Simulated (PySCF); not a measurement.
CH2FCF3, optimised at PBE/def2-SVP:

```xyz
8

F     -1.3125    -1.2385    -0.0532
C     -0.8009     0.0339    -0.0856
C      0.7166    -0.0018     0.0643
F      1.0892    -0.5581     1.2340
F      1.2997    -0.6980    -0.9316
F      1.1904     1.2669     0.0284
H     -1.2186     0.6405     0.7471
H     -1.0435     0.5243    -1.0533
```

Energies from PySCF (xtb for GFN2), thermal terms from the rigid-rotor harmonic-oscillator model, ideal gas at 1 bar. 6-31G* has spherical d functions here. All species are closed-shell singlets. B3LYP is the form with VWN-RPA correlation.

### Question
List the harmonic frequencies (cm⁻¹, unscaled) at this level and at the other levels, each on its own geometry.

### Answer
- PBE/def2-SVP: 102, 207, 341, 400, 518, 534, 647, 828, 945, 1112, 1166, 1174, 1267, 1273, 1397, 1424, 2980, 3044
- B3LYP/6-31G*: 104, 211, 348, 405, 524, 540, 657, 848, 998, 1127, 1212, 1221, 1319, 1335, 1470, 1530, 3083, 3139
- GFN2-xTB: 70, 191, 314, 381, 470, 491, 598, 810, 915, 1073, 1087, 1112, 1181, 1200, 1298, 1399, 2964, 2969
- HF/6-31G*: 117, 233, 382, 446, 577, 594, 722, 928, 1097, 1232, 1343, 1362, 1461, 1472, 1621, 1664, 3286, 3349
- PBE0/def2-TZVP: 110, 218, 351, 413, 535, 552, 671, 858, 982, 1142, 1203, 1211, 1312, 1320, 1448, 1486, 3081, 3144
